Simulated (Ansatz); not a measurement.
## Pulling the pair apart

The pair of K⁺ (SMILES [K+], atom 1) and BH3O3 (SMILES OB(O)O, atoms 2–8), both closed shells, in one local arrangement (a lower one may exist), relaxed at PBE0-D4/def2-TZVP:

K1  (0.101, 0.050, -2.962)
O2  (0.440, -1.004, -0.460)
B3  (-0.040, 0.070, 0.259)
O4  (-0.438, 1.100, -0.563)
O5  (-0.151, 0.203, 1.593)
H6  (0.738, -1.762, 0.046)
H7  (-0.776, 1.858, -0.078)
H8  (0.127, -0.515, 2.165)
(Å)

BH3O3 is shifted rigidly along the line between the mean atom positions of the two fragments (negative: closer). Counterpoise interaction energies in kcal/mol. Computed with Ansatz 0.2.0 (basis: def2-TZVPPD); correlated methods freeze the cores. The outer core shell of Li, Na, Mg and K is correlated. The def2 sets are not built for correlating such inner shells, so the correlated values are less sure here.

```tsv
shift (Å)	PBE0-D4	PBE-D4	HF
-0.27	-23.93	-22.91	-21.41
-0.13	-26.27	-25.45	-24.54
0.00	-26.92	-26.27	-25.73
0.13	-26.53	-26.02	-25.71
0.32	-25.06	-24.70	-24.57
0.67	-22.15	-22.03	-21.20
1.34	-16.40	-16.29	-15.17
2.67	-8.54	-8.33	-8.44
```

Problem. What does CCSD(T) give at these shifts? (To be estimated.)

Solution. By the calculation: -22.13, -24.97, -25.95, -25.76, -24.45, -20.86, -14.65, -7.98 kcal/mol. For zero shift, CCSD(T) at an estimated basis limit (MP2 extrapolated from triple and quadruple zeta, plus CCSD(T) − MP2 in triple zeta) gives -27.32 kcal/mol. These are counterpoise interaction energies, counted from the two frozen fragments.

The T1 diagnostic stays at or below 0.011.

For scale, one of the runs: CCSD(T)/def2-TZVPPD, 244 basis functions, launched by `ansatz run in.yaml --threads 4 --pin off --events-out ev --progress --plain --max-ram 9574MiB`. The run took 43 s on 4 CPU threads of an Intel Xeon 6975P-C (shared host), with 5.6 GiB of host memory at its peak.
